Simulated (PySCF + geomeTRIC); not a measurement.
All values below come from TPSS-D3(BJ)/def2-SVP run with PySCF + geomeTRIC. fastk is a local helper that only speeds up exchange builds. No frequencies were computed at this level.

```python
import json, numpy as np
from pyscf import gto, dft
from fastk import lowrank_exchange
atoms = """
Zn    -0.326601     0.364754    -0.038373
F      0.968690     0.534465    -1.101820
O     -0.785819    -0.726024     1.174882
H     -1.588997    -0.640079     1.686147
"""
def scf(charge, spin, dm0=None):
    mol = gto.M(atom=atoms, basis='def2-svp', ecp={}, charge=charge, spin=spin, verbose=3, max_memory=3360)
    mf = dft.KS(mol, xc='tpss').density_fit(auxbasis="def2-universal-jkfit")
    mf.disp = 'd3bj'
    mf.grids.level = 3
    mf.conv_tol = 1e-8
    mf.max_cycle = 120
    mf.level_shift = 0.25
    mf.kernel(dm0)
    if not mf.converged:
        mf = mf.newton().run(mf.mo_coeff, mf.mo_occ).undo_soscf()
    return mf
mf = scf(0, 0)
from pyscf.geomopt.geometric_solver import kernel as optimize
path = []
done, mol = optimize(mf, maxsteps=120, assert_convergence=False, callback=lambda env: path.append((env["energy"], bool(env["g_scanner"].converged))))
res = dict(converged=bool(done and path[-1][1]), energy=path[-1][0], path=[e for e, c in path], xyz=mol.atom_coords(unit="Angstrom").tolist(), nao=mol.nao)
json.dump(res, open("result.json", "w"))
```

Output:

```
converged SCF energy = -1954.7021741616
Geometry optimization cycle 1
converged SCF energy = -1954.70217416184
cycle 1: E = -1954.70217416  dE = -1954.7  norm(grad) = 0.0602043
Geometry optimization cycle 2
converged SCF energy = -1954.71408438642
cycle 2: E = -1954.71408439  dE = -0.0119102  norm(grad) = 0.0175129
Geometry optimization cycle 3
converged SCF energy = -1954.71864991603
cycle 3: E = -1954.71864992  dE = -0.00456553  norm(grad) = 0.0145377
Geometry optimization cycle 4
converged SCF energy = -1954.72127967147
cycle 4: E = -1954.72127967  dE = -0.00262976  norm(grad) = 0.0113092
Geometry optimization cycle 5
converged SCF energy = -1954.72173813758
cycle 5: E = -1954.72173814  dE = -0.000458466  norm(grad) = 0.00581503
Geometry optimization cycle 6
converged SCF energy = -1954.72181304042
cycle 6: E = -1954.72181304  dE = -7.49028e-05  norm(grad) = 0.00125369
Geometry optimization cycle 7
converged SCF energy = -1954.72181851374
cycle 7: E = -1954.72181851  dE = -5.47333e-06  norm(grad) = 0.000828032
Geometry optimization cycle 8
converged SCF energy = -1954.7218149076
cycle 8: E = -1954.72181491  dE = 3.60615e-06  norm(grad) = 0.00201282
Geometry optimization cycle 9
converged SCF energy = -1954.72181908884
cycle 9: E = -1954.72181909  dE = -4.18125e-06  norm(grad) = 0.00206342
Geometry optimization cycle 10
converged SCF energy = -1954.72182845052
cycle 10: E = -1954.72182845  dE = -9.36168e-06  norm(grad) = 0.001101
Geometry optimization cycle 11
converged SCF energy = -1954.72183344233
cycle 11: E = -1954.72183344  dE = -4.99181e-06  norm(grad) = 0.000491092
Geometry optimization cycle 12
converged SCF energy = -1954.72183519169
cycle 12: E = -1954.72183519  dE = -1.74936e-06  norm(grad) = 0.000353602
Geometry optimization cycle 13
converged SCF energy = -1954.72183571324
cycle 13: E = -1954.72183571  dE = -5.2155e-07  norm(grad) = 0.000318943
<class 'geometric.internal.Distance'> : 3
<class 'geometric.internal.Angle'> : 2
<class 'geometric.internal.Dihedral'> : 1
<class 'geometric.internal.TranslationX'> : 1
<class 'geometric.internal.TranslationY'> : 1
<class 'geometric.internal.TranslationZ'> : 1
<class 'geometric.internal.RotationA'> : 1
<class 'geometric.internal.RotationB'> : 1
<class 'geometric.internal.RotationC'> : 1
Step    0 : Gradient = 3.010e-02/4.471e-02 (rms/max) Energy = -1954.7021741618
Step    1 : Displace = 1.050e-01/1.421e-01 (rms/max) Trust = 1.000e-01 (=) Grad = 8.756e-03/1.209e-02 (rms/max) E (change) = -1954.7140843864 (-1.191e-02) Quality = 1.280
Step    2 : Displace = 9.862e-02/1.348e-01 (rms/max) Trust = 1.414e-01 (+) Grad = 7.269e-03/1.009e-02 (rms/max) E (change) = -1954.7186499160 (-4.566e-03) Quality = 1.441
Step    3 : Displace = 1.173e-01/1.628e-01 (rms/max) Trust = 2.000e-01 (+) Grad = 5.655e-03/9.277e-03 (rms/max) E (change) = -1954.7212796715 (-2.630e-03) Quality = 1.242
Step    4 : Displace = 4.410e-02/5.392e-02 (rms/max) Trust = 2.828e-01 (+) Grad = 2.908e-03/4.777e-03 (rms/max) E (change) = -1954.7217381376 (-4.585e-04) Quality = 1.343
Step    5 : Displace = 1.192e-02/1.529e-02 (rms/max) Trust = 3.000e-01 (+) Grad = 6.268e-04/8.141e-04 (rms/max) E (change) = -1954.7218130404 (-7.490e-05) Quality = 0.994
Step    6 : Displace = 4.719e-03/6.354e-03 (rms/max) Trust = 3.000e-01 (=) Grad = 4.140e-04/6.163e-04 (rms/max) E (change) = -1954.7218185137 (-5.473e-06) Quality = 0.343
Step    7 : Displace = 5.526e-03/7.117e-03 (rms/max) Trust = 3.000e-01 (=) Grad = 1.006e-03/1.558e-03 (rms/max) E (change) = -1954.7218149076 (+3.606e-06) Quality = -0.187
Step    8 : Displace = 2.525e-03/3.169e-03 (rms/max) Trust = 2.763e-03 (-) Grad = 1.032e-03/1.463e-03 (rms/max) E (change) = -1954.7218190888 (-4.181e-06) Quality = 0.165
Step    9 : Displace = 1.385e-03/1.917e-03 (rms/max) Trust = 1.263e-03 (-) Grad = 5.198e-04/7.534e-04 (rms/max) E (change) = -1954.7218284505 (-9.362e-06) Quality = 1.051
Step   10 : Displace = 1.929e-03/2.366e-03 (rms/max) Trust = 1.786e-03 (+) Grad = 1.747e-04/2.874e-04 (rms/max) E (change) = -1954.7218334423 (-4.992e-06) Quality = 0.998
Step   11 : Displace = 2.109e-03/2.627e-03 (rms/max) Trust = 2.525e-03 (+) Grad = 7.479e-05/1.223e-04 (rms/max) E (change) = -1954.7218351917 (-1.749e-06) Quality = 1.851
Step   12 : Displace = 5.629e-04/8.041e-04 (rms/max) Trust = 3.571e-03 (+) Grad = 5.278e-05/6.994e-05 (rms/max) E (change) = -1954.7218357132 (-5.216e-07) Quality = 3.407
Converged! =D
```

Cost: around 70 core-seconds (rough).
